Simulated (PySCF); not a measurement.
PySCF input file for C3H9Sb, SMILES [CH3][Sb]([CH3])[CH3], PBE0-D3(BJ)/def2-SVP. Geometry optimised at PBE0-D3(BJ)/def2-SVP. The isomer is the one that the SMILES or the coordinates give; other isomers of the formula were not compared. The def2 effective core potentials stand for the cores of Sb; spin–orbit coupling is left out.

```python
import numpy as np
from pyscf import gto, scf, dft
from pyscf.hessian import thermo

mol = gto.M(
    atom='''
    Sb    0.00000000    0.00000000    0.42284582
    C     1.59164720   -0.91893794   -0.73364635
    H     2.55209332   -0.44278422   -0.48856212
    H     1.39342848   -0.80449632   -1.80937665
    H     1.65950904   -1.98878554   -0.48856212
    C    -0.00000000    1.83787588   -0.73364635
    H     0.89258428    2.43156976   -0.48856213
    H    -0.89258429    2.43156976   -0.48856212
    H    -0.00000000    1.60899262   -1.80937665
    C    -1.59164721   -0.91893795   -0.73364634
    H    -1.65950905   -1.98878555   -0.48856212
    H    -1.39342850   -0.80449632   -1.80937664
    H    -2.55209333   -0.44278422   -0.48856212
    ''',
    basis='def2-SVP',
    ecp={'Sb': 'def2-svp'},
    charge=0,
    spin=0,
    max_memory=1600,
    verbose=3,
)
mf = dft.RKS(mol, xc='pbe0').density_fit(auxbasis='def2-universal-jkfit')
mf.disp = 'd3bj'
mf.grids.level = 3
mf.conv_tol = 1e-11
mf.max_cycle = 100
mf.kernel()

# [left out here: the lines that compute and print the analytic Hessian (its translational invariance restored by hand, since the grid's response is missing), thermochemistry and intensities]
```

Output:

```
converged SCF energy = -359.749742834954

WARN: DFTD3 does not support analytical Hessian, using finite difference


WARN: Mole.unit (angstrom) is changed to Bohr

Mode                                 0                   1                   2
Irrep
Freq [cm^-1]                      113.8538            122.3477            122.3944
Reduced mass [au]                   1.0215              1.1170              1.1185
Force const [Dyne/A]                0.0078              0.0099              0.0099
Char temp [K]                     163.8103            176.0311            176.0984
Normal mode                   x     y     z       x     y     z       x     y     z
       0  Sb                 0.00  0.00 -0.00   -0.00  0.01 -0.00   -0.01 -0.00  0.00
       1   C                -0.01 -0.02  0.00   -0.03 -0.05 -0.00    0.01  0.04 -0.00
       2   H                -0.06  0.21 -0.24    0.04 -0.32  0.23   -0.04  0.24 -0.16
       3   H                -0.17 -0.30  0.00    0.13  0.24 -0.00   -0.10 -0.16 -0.00
       4   H                 0.21  0.05  0.24   -0.32 -0.12 -0.23    0.21  0.09  0.16
       5   C                 0.02  0.00  0.00    0.01  0.01  0.00    0.07 -0.00 -0.00
       6   H                -0.15  0.15  0.24    0.03 -0.01 -0.02    0.31 -0.25 -0.28
       7   H                -0.15 -0.15 -0.24    0.03  0.04  0.03    0.31  0.25  0.28
       8   H                 0.35  0.00  0.00   -0.03  0.01  0.00   -0.33 -0.00 -0.00
       9   C                -0.01  0.02 -0.00    0.04 -0.05 -0.00    0.00 -0.03  0.00
      10   H                 0.21 -0.05 -0.24    0.35 -0.13 -0.25    0.15 -0.07 -0.11
      11   H                -0.17  0.30 -0.00   -0.14  0.26 -0.00   -0.08  0.11  0.00
      12   H                -0.06 -0.21  0.24   -0.05 -0.36  0.25   -0.04 -0.17  0.12
Mode                                 3                   4                   5
Irrep
Freq [cm^-1]                      173.6681            173.9312            188.3012
Reduced mass [au]                   2.1217              2.1164              2.7341
Force const [Dyne/A]                0.0377              0.0377              0.0571
Char temp [K]                     249.8697            250.2483            270.9235
Normal mode                   x     y     z       x     y     z       x     y     z
       0  Sb                -0.00 -0.02 -0.00    0.02 -0.00 -0.00    0.00  0.00 -0.04
       1   C                 0.09  0.09  0.04    0.01 -0.09  0.06    0.06 -0.04  0.09
       2   H                 0.05  0.08  0.22    0.01 -0.07  0.00    0.04 -0.03  0.16
       3   H                 0.22  0.25  0.03    0.01 -0.22  0.05    0.18 -0.11  0.06
       4   H                 0.08  0.06 -0.11   -0.00 -0.06  0.19    0.04 -0.02  0.17
       5   C                 0.00 -0.06 -0.07   -0.15 -0.00 -0.00   -0.00  0.08  0.09
       6   H                 0.00 -0.04 -0.11   -0.11  0.02 -0.19   -0.00  0.05  0.17
       7   H                -0.00 -0.04 -0.11   -0.11 -0.02  0.19    0.00  0.05  0.17
       8   H                 0.00 -0.13 -0.05   -0.37 -0.00 -0.00   -0.00  0.21  0.06
       9   C                -0.09  0.09  0.04    0.01  0.09 -0.06   -0.06 -0.04  0.09
      10   H                -0.08  0.06 -0.10   -0.00  0.06 -0.19   -0.04 -0.02  0.17
      11   H                -0.22  0.24  0.03    0.01  0.22 -0.05   -0.18 -0.11  0.06
      12   H                -0.05  0.08  0.22    0.01  0.07 -0.00   -0.04 -0.03  0.16
Mode                                 6                   7                   8
Irrep
Freq [cm^-1]                      518.7208            521.9053            521.9101
Reduced mass [au]                   4.1934              4.1796              4.1797
Force const [Dyne/A]                0.6648              0.6708              0.6708
Char temp [K]                     746.3238            750.9055            750.9124
Normal mode                   x     y     z       x     y     z       x     y     z
       0  Sb                -0.00  0.00  0.03   -0.03 -0.00  0.00    0.00 -0.03  0.00
       1   C                 0.11 -0.06 -0.07    0.12 -0.07 -0.09   -0.08  0.04  0.05
       2   H                 0.11 -0.06 -0.08    0.13 -0.07 -0.10   -0.09  0.05  0.06
       3   H                 0.09 -0.05 -0.07    0.11 -0.06 -0.08   -0.07  0.04  0.05
       4   H                 0.11 -0.07 -0.08    0.13 -0.08 -0.10   -0.07  0.04  0.06
       5   C                -0.00  0.12 -0.07   -0.00  0.01 -0.00    0.00  0.17 -0.10
       6   H                 0.00  0.12 -0.08   -0.00  0.00 -0.00    0.00  0.17 -0.12
       7   H                -0.00  0.12 -0.08   -0.00  0.01 -0.01   -0.00  0.17 -0.12
       8   H                -0.00  0.11 -0.07   -0.00  0.01 -0.00    0.00  0.15 -0.10
       9   C                -0.11 -0.06 -0.07    0.13  0.08  0.09    0.07  0.04  0.05
      10   H                -0.11 -0.07 -0.08    0.13  0.08  0.10    0.07  0.04  0.05
      11   H                -0.09 -0.05 -0.07    0.11  0.07  0.09    0.06  0.03  0.05
[...]
       1   C                -0.02 -0.04  0.00   -0.02 -0.02 -0.01    0.02 -0.01  0.03
       2   H                 0.03  0.06 -0.35    0.03 -0.04 -0.14   -0.09  0.30 -0.20
       3   H                 0.27  0.42 -0.00    0.11  0.27  0.00    0.17 -0.10 -0.02
       4   H                -0.02  0.04  0.30    0.06  0.04  0.23   -0.31 -0.08 -0.20
       5   C                -0.00 -0.00 -0.01   -0.05  0.00  0.00   -0.00  0.02  0.03
       6   H                -0.05  0.04  0.05    0.05  0.02 -0.37    0.22 -0.23 -0.20
       7   H                 0.05  0.04  0.05    0.05 -0.02  0.37   -0.22 -0.23 -0.20
       8   H                 0.00 -0.05  0.00    0.58  0.00 -0.00    0.00  0.20 -0.02
       9   C                 0.02 -0.04  0.00   -0.02  0.02  0.01   -0.02 -0.01  0.03
      10   H                 0.02  0.04  0.29    0.06 -0.04 -0.23    0.31 -0.08 -0.20
      11   H                -0.27  0.42 -0.00    0.11 -0.27 -0.00   -0.17 -0.10 -0.02
      12   H                -0.03  0.06 -0.35    0.03  0.04  0.14    0.09  0.30 -0.20
Mode                                24                  25                  26
Irrep
Freq [cm^-1]                     3060.4451           3062.5643           3062.6503
Reduced mass [au]                   1.0314              1.0315              1.0315
Force const [Dyne/A]                5.6920              5.7000              5.7004
Char temp [K]                    4403.2991           4406.3481           4406.4719
Normal mode                   x     y     z       x     y     z       x     y     z
       0  Sb                 0.00  0.00 -0.00   -0.00 -0.00 -0.00   -0.00  0.00  0.00
       1   C                -0.02  0.01  0.02    0.02 -0.01 -0.02    0.02 -0.01 -0.01
       2   H                 0.27  0.14  0.08   -0.29 -0.15 -0.08   -0.26 -0.14 -0.07
       3   H                -0.07  0.04 -0.34    0.08 -0.04  0.34    0.07 -0.04  0.31
       4   H                 0.01 -0.31  0.08   -0.01  0.33 -0.08   -0.01  0.29 -0.07
       5   C                -0.00 -0.02  0.02   -0.00  0.01 -0.00   -0.00 -0.03  0.02
       6   H                 0.26  0.17  0.08   -0.07 -0.05 -0.02    0.36  0.23  0.11
       7   H                -0.26  0.17  0.08    0.08 -0.05 -0.02   -0.36  0.23  0.11
       8   H                -0.00 -0.08 -0.34    0.00  0.02  0.10    0.00 -0.11 -0.45
       9   C                 0.02  0.01  0.02    0.03  0.01  0.02   -0.01 -0.00 -0.01
      10   H                -0.01 -0.31  0.08   -0.02 -0.42  0.11    0.01  0.13 -0.03
      11   H                 0.07  0.04 -0.33    0.10  0.06 -0.45   -0.03 -0.02  0.15
      12   H                -0.27  0.14  0.08   -0.37  0.20  0.11    0.12 -0.07 -0.04
Mode                                27                  28                  29
Irrep
Freq [cm^-1]                     3182.1974           3182.3279           3182.4417
Reduced mass [au]                   1.1062              1.1044              1.1049
Force const [Dyne/A]                6.6000              6.5900              6.5933
Char temp [K]                    4578.4735           4578.6613           4578.8250
Normal mode                   x     y     z       x     y     z       x     y     z
       0  Sb                -0.00  0.00 -0.00   -0.00 -0.00  0.00    0.00  0.00 -0.00
       1   C                -0.03  0.01 -0.04   -0.03 -0.05  0.00    0.03  0.04  0.00
       2   H                 0.21  0.11  0.05    0.34  0.17  0.09   -0.35 -0.17 -0.09
       3   H                 0.08 -0.05  0.43   -0.01 -0.01 -0.01   -0.00  0.01 -0.03
       4   H                 0.01 -0.23  0.05   -0.03  0.39 -0.09    0.02 -0.35  0.08
       5   C                 0.00 -0.03 -0.04    0.05  0.00  0.00    0.07  0.00  0.00
       6   H                 0.19  0.12  0.05   -0.31 -0.21 -0.09   -0.43 -0.29 -0.13
       7   H                -0.19  0.12  0.05   -0.31  0.21  0.09   -0.42  0.28  0.12
       8   H                 0.00  0.09  0.42    0.01 -0.00 -0.01    0.01 -0.00 -0.01
       9   C                 0.02  0.02 -0.04   -0.03  0.04  0.00    0.01 -0.01 -0.01
      10   H                -0.01 -0.24  0.05   -0.03 -0.37  0.09    0.01  0.11 -0.03
      11   H                -0.08 -0.05  0.43   -0.00  0.01 -0.00   -0.01 -0.01  0.05
      12   H                -0.20  0.10  0.05    0.34 -0.16 -0.09   -0.15  0.07  0.04
Mode                                30                  31                  32
Irrep
Freq [cm^-1]                     3182.4473           3183.1124           3183.1148
Reduced mass [au]                   1.1049              1.1068              1.1068
Force const [Dyne/A]                6.5933              6.6072              6.6072
Char temp [K]                    4578.8331           4579.7901           4579.7935
Normal mode                   x     y     z       x     y     z       x     y     z
       0  Sb                -0.00  0.00  0.00    0.00 -0.00 -0.00   -0.00 -0.00 -0.00
       1   C                 0.02  0.05 -0.00    0.03 -0.01  0.04   -0.02  0.02 -0.04
       2   H                -0.32 -0.16 -0.09   -0.23 -0.12 -0.05    0.17  0.09  0.04
       3   H                 0.01  0.00  0.03   -0.08  0.05 -0.43    0.08 -0.05  0.42
       4   H                 0.03 -0.39  0.09   -0.01  0.20 -0.04    0.01 -0.25  0.05
       5   C                -0.02  0.00  0.01   -0.00 -0.04 -0.06    0.01 -0.01 -0.02
       6   H                 0.09  0.06  0.03    0.27  0.17  0.07    0.04  0.02  0.01
       7   H                 0.14 -0.09 -0.04   -0.25  0.16  0.06   -0.11  0.07  0.03
       8   H                -0.00 -0.01 -0.05   -0.00  0.13  0.58    0.00  0.04  0.17
       9   C                -0.03  0.06 -0.00   -0.01  0.00  0.01   -0.03 -0.02  0.06
      10   H                -0.04 -0.52  0.12   -0.00  0.03 -0.00    0.01  0.32 -0.07
      11   H                -0.01  0.01  0.01    0.03  0.02 -0.14    0.11  0.06 -0.58
      12   H                 0.46 -0.22 -0.12    0.10 -0.05 -0.03    0.27 -0.14 -0.06
temperature 298.1500 [K]
pressure 101325.00 [Pa]
Rotational constants [GHz] 3.71844 3.71844 2.97076
Symmetry number 3
Zero-point energy (ZPE) 0.10846 [Eh]   284756.607 [J/mol]
                           tot       elec      trans        rot        vib
Entropy [J/mol/K]       357.108      0.000    172.566    101.582     82.960
Cv [J/mol/K]            110.316      0.000     12.472     12.472     85.373
Cp [J/mol/K]            118.631      0.000     20.786     12.472     85.373
Internal energy [J/mol]                      3718.434   3718.434 298221.717
Internal energy [Eh]   -359.63332  -359.74974
Enthalpy [J/mol]                             6197.391   3718.434 298221.717
Enthalpy [Eh]          -359.63238
Gibbs free energy [J/mol]                  -45253.093 -26568.217 273487.172
Gibbs free energy [Eh] -359.67293
mode   freq/cm-1   IR/(km/mol)
   1      113.85         0.000
   2      122.35         0.020
   3      122.39         0.020
   4      173.67         0.280
   5      173.93         0.281
   6      188.30         1.572
   7      518.72         7.054
   8      521.91        23.619
   9      521.91        23.608
  10      695.54         0.000
  11      722.68         2.301
  12      722.72         2.302
  13      823.51        17.998
  14      823.53        18.001
  15      828.84        52.777
  16     1211.57         0.170
  17     1211.60         0.170
  18     1231.28         1.878
  19     1422.70         0.000
  20     1429.30         4.216
  21     1429.31         4.235
  22     1435.77        10.764
  23     1435.83        10.780
  24     1445.08         7.832
  25     3060.45        10.269
  26     3062.56        12.142
  27     3062.65        12.091
  28     3182.20         8.792
  29     3182.33         0.002
  30     3182.44         4.735
  31     3182.45         4.728
  32     3183.11         1.652
  33     3183.11         1.644
max |gradient| / (hartree/bohr): 2.3823625979150997e-05
APT charges: [ 0.7422 -0.241   0.0084 -0.0232  0.0084 -0.241   0.0084  0.0084 -0.0232
 -0.241   0.0084 -0.0232  0.0084]
```

The run converged.
